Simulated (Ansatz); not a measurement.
Consider the formal exchange of groups at a Te–Si bond: `[TeH][SiH]1CC1` + `[CH3][AlH][CH3]` → `[CH3][Al]([CH3])[TeH]` + `C1C[SiH2]1`.

Isolated molecules relaxed with PBE0-D4/def2-TZVP in Ansatz; ΔE leaves out vibrations. CBS: MP2 limit from def2 TZ/QZ plus the TZ coupled-cluster correction, frozen cores. Functionals use def2-TZVPP. HSE06 is defined as in plane-wave codes. def2 core potentials past Kr. For Te outer-core shells are correlated without core-valence functions, which leaves a few kJ/mol of doubt a bond.

(1) Is it downhill or uphill in electronic energy at CCSD(T)/CBS, and by how much? (Estimate.)

(2) What do these levels give: LDA (SPW92), BLYP-D4, B97M-V, CAM-B3LYP-D4, ωB97X-V, revPBE, r2SCAN0, HSE06, SCS-MP2/def2-TZVPP, HF/def2-QZVPP, HF/CBS(def2), MP2/CBS(def2)? (Estimate.)

Largest T1 diagnostic among the species: 0.011.

Results:

(1) Ansatz gave: Downhill: ΔE = -69.4 kJ/mol.

(2) Ansatz gave: LDA (SPW92) -66.7, BLYP-D4 -63.7, B97M-V -54.7, CAM-B3LYP-D4 -68.0, ωB97X-V -66.7, revPBE -64.9, r2SCAN0 -70.3, HSE06 -68.0, SCS-MP2/def2-TZVPP -69.5, HF/def2-QZVPP -74.4, HF/CBS(def2) -74.2, MP2/CBS(def2) -68.8 kJ/mol.

From BLYP to BHLYP (50 % exact exchange), in def2-TZVPP and without D4, ΔE moves by −5.0 kJ/mol. At CCSD(T), def2-SVP lies −4.1 kJ/mol from the extrapolated value and def2-TZVPP −1.2 kJ/mol. In def2-TZVPP, CCSD(T) changes the Hartree–Fock value by +4.7 kJ/mol (the triples alone add +0.9 kJ/mol) and MP2 by +5.2 kJ/mol.
